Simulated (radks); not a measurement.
Charge is removed step by step from the 4p level of Nb, starting from [Kr] 4d4 5s1. Calculated with a radial shooting solver on a logarithmic mesh with Libxc functionals: scalar-relativistic Kohn-Sham, PBE, spin-unpolarised, spherical densities, point nucleus.

removed (e)  E - E(0) (eV)  eigenvalue (eV)  E minus straight line (eV)
0                    0.000          -34.521                       0.000
0.25                 8.927          -36.970                      -1.010
0.5                 18.495          -39.643                      -1.379
0.75                28.756          -42.499                      -1.057
1                   39.749          -45.510                       0.000

Removing the whole electron costs 39.749 eV by Delta-SCF, against 34.521 eV from minus the eigenvalue at the starting occupation. Slater's transition state (half an electron removed) gives 39.643 eV. Integrating minus the eigenvalue over the occupation (Janak's theorem) gives 39.766 eV. In this scalar-relativistic scheme the density is built from large components alone, so the theorem holds only approximately. The mean slope of the eigenvalue, de/dn, is 11.0 eV per electron.
